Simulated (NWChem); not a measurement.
InH3O; SMILES [OH][InH2]

```xyz
5

In    -0.0316     0.3039     0.0000
H     -1.6115     0.9736     0.0000
H      1.5393     1.0187     0.0000
O     -0.0909    -1.7007     0.0000
H      0.7831    -2.1062     0.0000
```
Atoms are numbered in this order, from 1.

Computed with NWChem. Geometry: optimised at PBE0/def2-SVP. def2 effective core potentials on In; no spin-orbit coupling. Field at 589 nm.

Question: Estimate the computed values for B3LYP/def2-SVP (core potentials). Quantities: isotropic polarisability (bohr³); anisotropy (bohr³).

Answer: 
* **isotropic polarisability (bohr³)**: 36.4
* **anisotropy (bohr³)**: 15.7
